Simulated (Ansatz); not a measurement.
A nudged elastic band was laid between two geometries of ClH + F6W (9 atoms, charge 0, multiplicity 1).

Method: RKS LDA/def2-SVP in Ansatz.

* movable images: 5
* climbing image: yes
* spring: 5.0 eV/Å²
* optimiser: quadratic models (default)
* start path: through a guess of the saddle point
* force threshold: 0.05 eV/Å
* iteration limit: 60
* end points: relaxed

First end point:

```xyz
9
Properties=species:S:1:pos:R:3
W -0.121 -0.122 -0.161
F 0.067 0.086 1.677
F 1.707 -0.138 -0.334
F -0.154 1.704 -0.351
F -1.950 -0.129 0.046
F -0.112 -1.949 0.064
F -0.312 -0.333 -1.974
Cl 2.186 2.249 1.901
H 1.331 1.384 2.370
```

Last end point:

```xyz
9
Properties=species:S:1:pos:R:3
W 0.314 0.318 -0.365
F -0.229 -0.199 2.865
F 1.855 0.053 -1.343
F 0.042 1.843 -1.364
F -1.266 0.635 0.513
F 0.639 -1.250 0.533
F -0.624 -0.645 -1.626
Cl 1.487 1.522 1.198
H 0.425 0.476 2.825
```

(1) Which bonds break or form, and what moves?

(2) Give the energies along the band, and the barrier.

(3) What is the geometry of the highest image?

(4) What are the harmonic wavenumbers there?

Results:

(1) Bonds broken: W1–F2, Cl8–H9. Bonds formed: W1–Cl8, F2–H9. ClH + F6W becomes ClF5W + FH.

(2) It converged. The highest image is number 5 of 0 to 6, 0.61 eV above the first end and 0.14 eV above the last; the last end lies 0.46 eV above the first. A vibrational analysis at the climbing image gives one clearly imaginary mode, 91i cm⁻¹: a first-order saddle point. The orbitals stay closed-shell, which can raise the energy where a bond breaks towards radicals; this wasn't checked here.

```json
{"image": "0", "path coordinate (Å)": "0.00", "energy (eV)": "0.00", "W1–F2 (Å)": "1.86", "Cl8–H9 (Å)": "1.30", "W1–Cl8 (Å)": "3.90"}
{"image": "1", "path coordinate (Å)": "1.04", "energy (eV)": "0.00", "W1–F2 (Å)": "1.86", "Cl8–H9 (Å)": "1.30", "W1–Cl8 (Å)": "4.05"}
{"image": "2", "path coordinate (Å)": "2.08", "energy (eV)": "0.20", "W1–F2 (Å)": "1.86", "Cl8–H9 (Å)": "1.30", "W1–Cl8 (Å)": "3.57"}
{"image": "3", "path coordinate (Å)": "3.11", "energy (eV)": "0.22", "W1–F2 (Å)": "1.89", "Cl8–H9 (Å)": "1.31", "W1–Cl8 (Å)": "2.89"}
{"image": "4", "path coordinate (Å)": "4.15", "energy (eV)": "0.41", "W1–F2 (Å)": "2.21", "Cl8–H9 (Å)": "1.74", "W1–Cl8 (Å)": "2.47"}
{"image": "5", "path coordinate (Å)": "5.18", "energy (eV)": "0.61", "W1–F2 (Å)": "2.56", "Cl8–H9 (Å)": "2.03", "W1–Cl8 (Å)": "2.35"}
{"image": "6", "path coordinate (Å)": "6.10", "energy (eV)": "0.46", "W1–F2 (Å)": "3.32", "Cl8–H9 (Å)": "2.21", "W1–Cl8 (Å)": "2.30"}
```

(3) 
```xyz
9
Properties=species:S:1:pos:R:3
W 0.264 0.261 -0.140
F -0.005 -0.240 2.355
F 1.912 0.015 -0.939
F 0.117 1.752 -1.224
F -1.408 0.656 0.526
F 0.447 -1.497 0.377
F -0.565 -0.501 -1.605
Cl 1.400 1.760 1.271
H 0.480 0.546 2.617
```

(4) 91i, 37, 64, 164, 209, 222, 232, 256, 287, 310, 334, 360, 374, 414, 653, 670, 695, 720, 736, 748, 3511 cm⁻¹.

The run took 3.3 min on 4 threads of Intel(R) Xeon(R) Platinum 8488C (Sapphire Rapids) (shared host), peak memory 0.24 GiB.
